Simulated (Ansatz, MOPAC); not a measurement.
System: C2H8ClSi2 (charge 0, doublet). SMILES: C[SiH](C)[SiH]Cl

Atoms: C1, Si2, C3, Si4, Cl5, H6, H7, H8, H9, H10, H11, H12, H13. Bonds: C1-Si2, C1-H6, C1-H7, C1-H8, Si2-C3, Si2-Si4, Si2-H9, C3-H10, C3-H11, C3-H12, Si4-Cl5, Si4-H13.

Bond lengths (Å) and angles (degrees) optimised at AM1 with MOPAC; HF/3-21G with Ansatz (a quantum-chemistry and plane-wave program); B3LYP/6-31G* with Ansatz; MP2/6-31G* with Ansatz, each started from the B3LYP-D3(BJ)/def2-TZVP structure (Ansatz) of the last column. A row stands for all coordinates that are equal there; 11 of 26 kinds are shown. 6-31G* holds six Cartesian d functions. No wavenumbers were computed at MP2/6-31G*, so these may be saddle points.

```
coordinate    AM1  HF/3-21G  B3LYP/6-31G*  MP2/6-31G*  B3LYP-D3(BJ)/def2-TZVP
----------  -----  --------  ------------  ----------  ----------------------
C1-Si2      1.816     1.914         1.896       1.888                   1.880
C1-H6       1.116     1.086         1.097       1.095                   1.093
C1-H7       1.114     1.085         1.095       1.093                   1.091
Si2-C3      1.815     1.911         1.892       1.885                   1.876
Si2-Si4     2.440     2.400         2.364       2.344                   2.350
Si2-H9      1.468     1.490         1.495       1.493                   1.487
C3-H11      1.115     1.085         1.096       1.094                   1.092
Si4-Cl5     1.995     2.232         2.110       2.083                   2.093
C1-Si2-C3   112.7     113.0         111.4       110.6                   111.2
C1-Si2-Si4  111.9     108.4         111.7       110.7                   110.2
C3-Si2-Si4  112.0     107.1         109.7       108.7                   108.1
```

Mean signed difference of all 12 bond lengths from B3LYP-D3(BJ)/def2-TZVP: AM1 -0.003 Å, HF/3-21G 0.018 Å, B3LYP/6-31G* 0.008 Å, MP2/6-31G* 0.002 Å.
